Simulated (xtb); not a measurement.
xtb input file for In(Me)(NH2)2 (CH7InN2), SMILES [CH3][In]([NH2])[NH2], GFN2-xTB. 

```
$ xtb mol.xyz --gfn 2 --sp --chrg 0 --uhf 0 --json
$ cat mol.xyz
11

In    -0.01568608    -0.03359961    -0.02575258
C      2.07680741    -0.27521780    -0.72497819
H      2.46344069    -1.24050137    -0.40954255
H      2.66493255     0.51943950    -0.27185389
H      2.12083020    -0.18771336    -1.80732719
N     -0.67524262    -0.84405049     1.74325766
H     -0.33716908    -1.78205628     1.92966274
H     -1.68605311    -0.87307011     1.83128766
N     -1.25347339     1.42102504    -0.78512337
H     -2.23645275     1.27295128    -0.57874683
H     -1.18074329     1.54981595    -1.78867469
```

It prints:

```
[banner left out]
          |                Calculation Setup                |
           -------------------------------------------------



           -------------------------------------------------
          |                 G F N 2 - x T B                 |
           -------------------------------------------------

        Reference                      10.1021/acs.jctc.8b01176
      * Hamiltonian:
        H0-scaling (s, p, d)           1.850000    2.230000    2.230000
        zeta-weighting                 0.500000
      * Dispersion:
        s8                             2.700000
        a1                             0.520000
        a2                             5.000000
        s9                             5.000000
      * Repulsion:
        kExp                           1.500000    1.000000
        rExp                           1.000000
      * Coulomb:
        alpha                          2.000000
        third order                    shell-resolved
        anisotropic                    true
        a3                             3.000000
        a5                             4.000000
        cn-shift                       1.200000
        cn-exp                         4.000000
        max-rad                        5.000000


          ...................................................
          :                      SETUP                      :
          :.................................................:
          :  # basis functions                  29          :
          :  # atomic orbitals                  28          :
          :  # shells                           16          :
          :  # electrons                        24          :
          :  max. iterations                   250          :
          :  Hamiltonian                  GFN2-xTB          :
          :  restarted?                      false          :
          :  GBSA solvation                  false          :
          :  PC potential                    false          :
          :  electronic temp.          300.0000000     K    :
          :  accuracy                    1.0000000          :
          :  -> integral cutoff          0.2500000E+02      :
          :  -> integral neglect         0.1000000E-07      :
          :  -> SCF convergence          0.1000000E-05 Eh   :
          :  -> wf. convergence          0.1000000E-03 e    :
          :  Broyden damping             0.4000000          :
          :  net charge                          0          :
          :  unpaired electrons                  0          :
          ...................................................

 iter      E             dE          RMSdq      gap      omega  full diag
   1    -12.7374309 -0.127374E+02  0.119E+01    2.49       0.0  T
   2    -12.8406213 -0.103190E+00  0.473E+00    3.42       1.0  T
   3    -12.8407606 -0.139261E-03  0.298E+00    2.78       1.0  T
   4    -12.8457655 -0.500487E-02  0.181E+00    3.12       1.0  T
   5    -12.8488285 -0.306304E-02  0.166E-01    3.03       1.0  T
   6    -12.8488081  0.203556E-04  0.227E-01    3.05       1.0  T
   7    -12.8488733 -0.651172E-04  0.269E-02    3.04       1.1  T
   8    -12.8488737 -0.405231E-06  0.424E-03    3.04       7.1  T
   9    -12.8488737 -0.286661E-07  0.291E-03    3.04      10.4  T
  10    -12.8488737 -0.618155E-08  0.246E-03    3.04      12.2  T
  11    -12.8488737 -0.104729E-07  0.366E-04    3.04      82.4  T
  12    -12.8488737 -0.270994E-09  0.547E-05    3.04     551.4  T

   *** convergence criteria satisfied after 12 iterations ***

         #    Occupation            Energy/Eh            Energy/eV
      -------------------------------------------------------------
         1        2.0000           -0.5858780             -15.9426
       ...           ...                  ...                  ...
         6        2.0000           -0.4862896             -13.2326
         7        2.0000           -0.4766203             -12.9695
         8        2.0000           -0.4759610             -12.9516
         9        2.0000           -0.4254851             -11.5780
        10        2.0000           -0.4038350             -10.9889
        11        2.0000           -0.3738645             -10.1734
        12        2.0000           -0.3656042              -9.9486 (HOMO)
        13                         -0.2540213              -6.9123 (LUMO)
        14                         -0.1160181              -3.1570
        15                         -0.0000743              -0.0020
        16                          0.0084265               0.2293
        17                          0.0237533               0.6464
       ...                                ...                  ...
        28                          0.8602866              23.4096
      -------------------------------------------------------------
                  HL-Gap            0.1115828 Eh            3.0363 eV
             Fermi-level           -0.3098127 Eh           -8.4304 eV

 SCC (total)                   0 d,  0 h,  0 min,  0.006 sec
 SCC setup                      ...        0 min,  0.000 sec (  1.793%)
 Dispersion                     ...        0 min,  0.000 sec (  1.108%)
 classical contributions        ...        0 min,  0.000 sec (  0.467%)
 integral evaluation            ...        0 min,  0.001 sec ( 16.181%)
 iterations                     ...        0 min,  0.003 sec ( 52.640%)
 molecular gradient             ...        0 min,  0.002 sec ( 26.388%)
 printout                       ...        0 min,  0.000 sec (  1.201%)

         :::::::::::::::::::::::::::::::::::::::::::::::::::::
         ::                     SUMMARY                     ::
         :::::::::::::::::::::::::::::::::::::::::::::::::::::
         :: total energy             -12.712838729029 Eh    ::
         :: gradient norm              0.000278525172 Eh/a0 ::
         :: HOMO-LUMO gap              3.036323292265 eV    ::
         ::.................................................::
         :: SCC energy               -12.848859718727 Eh    ::
         :: -> isotropic ES            0.040213779343 Eh    ::
         :: -> anisotropic ES          0.002360134174 Eh    ::
         :: -> anisotropic XC          0.008168520029 Eh    ::
         :: -> dispersion             -0.004617207793 Eh    ::
         :: repulsion energy           0.136020989698 Eh    ::
         :: add. restraining           0.000000000000 Eh    ::
         :: total charge               0.000000000000 e     ::
         :::::::::::::::::::::::::::::::::::::::::::::::::::::

           -------------------------------------------------
          |                Property Printout                |
           -------------------------------------------------

    * Orbital Energies and Occupations

         #    Occupation            Energy/Eh            Energy/eV
      -------------------------------------------------------------
         1        2.0000           -0.5858780             -15.9426
         2        2.0000           -0.5759720             -15.6730
         3        2.0000           -0.5716591             -15.5556
         4        2.0000           -0.5325718             -14.4920
         5        2.0000           -0.4907205             -13.3532
         6        2.0000           -0.4862896             -13.2326
         7        2.0000           -0.4766203             -12.9695
         8        2.0000           -0.4759610             -12.9516
         9        2.0000           -0.4254851             -11.5780
        10        2.0000           -0.4038350             -10.9889
        11        2.0000           -0.3738645             -10.1734
        12        2.0000           -0.3656042              -9.9486 (HOMO)
        13                         -0.2540213              -6.9123 (LUMO)
        14                         -0.1160181              -3.1570
        15                         -0.0000743              -0.0020
        16                          0.0084265               0.2293
        17                          0.0237533               0.6464
        18                          0.0395745               1.0769
        19                          0.0606465               1.6503
        20                          0.0913331               2.4853
        21                          0.1332133               3.6249
        22                          0.2132473               5.8028
        23                          0.2228742               6.0647
       ...                                ...                  ...
        28                          0.8602866              23.4096
      -------------------------------------------------------------
                  HL-Gap            0.1115828 Eh            3.0363 eV
             Fermi-level           -0.3098127 Eh           -8.4304 eV

     #   Z          covCN         q      C6AA      α(0)
     1  49 In       2.472     0.162   281.983    32.193
     2   6 C        3.622    -0.154    23.988     7.060
     3   1 H        0.925     0.064     2.156     2.296
     4   1 H        0.926     0.063     2.166     2.301
     5   1 H        0.925     0.063     2.164     2.301
     6   7 N        2.520    -0.412    30.763     8.237
     7   1 H        0.865     0.154     1.372     1.834
     8   1 H        0.866     0.159     1.338     1.812
     9   7 N        2.520    -0.413    30.769     8.238
    10   1 H        0.866     0.159     1.339     1.812
    11   1 H        0.865     0.154     1.372     1.834

 Mol. C6AA /au·bohr⁶  :       1729.529460
 Mol. C8AA /au·bohr⁸  :      97550.795059
 Mol. α(0) /au        :         69.919248


Wiberg/Mayer (AO) data.
largest (>0.10) Wiberg bond orders for each atom

 ---------------------------------------------------------------------------
     #   Z sym  total        # sym  WBO       # sym  WBO       # sym  WBO
 ---------------------------------------------------------------------------
     1  49 In   2.999 --     6 N    0.974     9 N    0.973     2 C    0.771
     2   6 C    3.983 --     3 H    0.949     5 H    0.949     4 H    0.945
                             1 In   0.771     9 N    0.181     6 N    0.181
     3   1 H    0.995 --     2 C    0.949
     4   1 H    0.996 --     2 C    0.945
     5   1 H    0.996 --     2 C    0.949
     6   7 N    3.158 --     1 In   0.974     7 H    0.938     8 H    0.933
                             2 C    0.181     9 N    0.126
     7   1 H    0.976 --     6 N    0.938
     8   1 H    0.974 --     6 N    0.933
     9   7 N    3.157 --     1 In   0.973    11 H    0.938    10 H    0.933
                             2 C    0.181     6 N    0.126
    10   1 H    0.974 --     9 N    0.933
    11   1 H    0.976 --     9 N    0.938
 ---------------------------------------------------------------------------

Topologies differ in total number of bonds
Writing topology from bond orders to xtbtopo.mol

molecular dipole:
                 x           y           z       tot (Debye)
 q only:        0.138      -0.438      -0.422
   full:       -0.009      -0.809      -0.722       2.756
molecular quadrupole (traceless):
                xx          xy          yy          xz          yz          zz
 q only:        3.020       0.252      -1.697      -0.541      -1.330      -1.323
  q+dip:        5.066       0.667      -2.843      -0.576      -2.781      -2.222
   full:        4.299       1.938      -2.002       0.444      -1.153      -2.296


           -------------------------------------------------
          | TOTAL ENERGY              -12.712838729029 Eh   |
          | GRADIENT NORM               0.000278525172 Eh/α |
          | HOMO-LUMO GAP               3.036323292265 eV   |
           -------------------------------------------------

------------------------------------------------------------------------
Note: The following floating-point exceptions are signalling: IEEE_UNDERFLOW_FLAG IEEE_DENORMAL
normal termination of xtb
------------------------------------------------------------------------
 total:
 SCF:
```

Self-consistency was reached.
